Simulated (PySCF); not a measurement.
C7H13O, SMILES C[CH]CCCC(C)=O, doublet, GFN2-xTB optimised geometry.

```
21

C      1.86    -0.80    -2.87
C      1.26    -1.25    -1.60
C     -0.21    -1.29    -1.40
C     -0.83     0.12    -1.24
C     -0.30     0.83     0.00
C     -0.81     0.22     1.29
C      0.06     0.48     2.49
O     -1.83    -0.42     1.35
H      2.65    -1.48    -3.19
H      2.34     0.19    -2.77
H      1.12    -0.73    -3.65
H      1.91    -1.48    -0.77
H     -0.68    -1.75    -2.27
H     -0.46    -1.87    -0.52
H     -1.91     0.02    -1.15
H     -0.61     0.72    -2.13
H      0.79     0.83     0.00
H     -0.63     1.87     0.00
H     -0.47     0.23     3.40
H      0.38     1.52     2.51
H      0.95    -0.14     2.41
```

Density from unrestricted PBE0/def2-SVP (PySCF) at that geometry.

Minimum of the electron density along straight lines between bonded atoms, close to the bond critical point (lines longer than 1.1 times the sum of covalent radii, or with two minima, are not listed):

```
bond    length / Å  ρ at the minimum / e bohr⁻³  ∇²ρ there / e bohr⁻⁵  position (fraction from the first atom)
------  ----------  ---------------------------  --------------------  ---------------------------------------
C1–C2        1.479                        0.263                 -0.62                                     0.50
C2–C3        1.478                        0.265                 -0.62                                     0.51
C3–C4        1.548                        0.232                 -0.51                                     0.50
C4–C5        1.526                        0.243                     …                                     0.49
C5–C6        1.515                        0.256                 -0.61                                     0.49
C6–C7        1.509                        0.257                 -0.62                                     0.51
C6–O8        1.204                            …                  0.49                                     0.33
C1–H9        1.093                        0.271                 -0.97                                     0.62
C1–H10       1.097                        0.268                 -0.94                                     0.62
C1–H11       1.088                        0.276                 -1.01                                     0.62
C3–H13       1.096                        0.272                 -0.97                                     0.62
C3–H14       1.091                        0.277                 -1.01                                     0.63
C4–H15       1.091                        0.278                 -1.03                                     0.63
C4–H16       1.091                        0.276                 -1.00                                     0.62
C5–H17       1.091                        0.275                 -1.00                                     0.62
C5–H18       1.095                        0.270                 -0.96                                     0.62
C7–H19       1.087                        0.278                 -1.04                                     0.63
C7–H20       1.087                        0.275                 -1.00                                     0.63
C7–H21       1.089                        0.272                 -0.98                                     0.63
```

What belongs in the gaps?


- C4–C5, ∇²ρ there / e bohr⁻⁵: -0.55
- C6–O8, ρ at the minimum / e bohr⁻³: 0.413
